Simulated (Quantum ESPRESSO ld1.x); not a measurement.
Values are calculated unless marked as measured or tabulated.
Problem. The aim is neutral tantalum in [Xe] 4f14 5d3 6s2. What will ld1.x (Quantum ESPRESSO 7.5) do with this input?

```
 &input
    zed=73.0,
    iswitch=1,
    rel=1,
    lsd=1,
    dft='SCANN',
    config='[Xe] 4f14 5d3 6s2',
    verbosity='high',
    prefix='ld1',
    max_out_wfc=37,
    file_charge='ld1.rho',
 /
```

Solution. Refused. The program stops in set_dft_from_name with "libxc needed for this functional": the name is not a functional that the program knows.

Output (excerpt):

```
     Program LD1 v.7.5 starts

 %%%%%%%%%%%%%%%%%%%%%%%%%%%%%%%%%%%%%%%%%%%%%%%%%%%%%%%%%%%%%%%%%%%%%%%%%%%%%%
     Error in routine set_dft_from_name (2):
     libxc needed for this functional
 %%%%%%%%%%%%%%%%%%%%%%%%%%%%%%%%%%%%%%%%%%%%%%%%%%%%%%%%%%%%%%%%%%%%%%%%%%%%%%

     stopping ...
```

Run on one thread of a shared host, so times are rough (Intel(R) Xeon(R) Processor @ 2.60GHz): 0.19 s of CPU time, 1.1 s wall, peak memory 26 MiB.
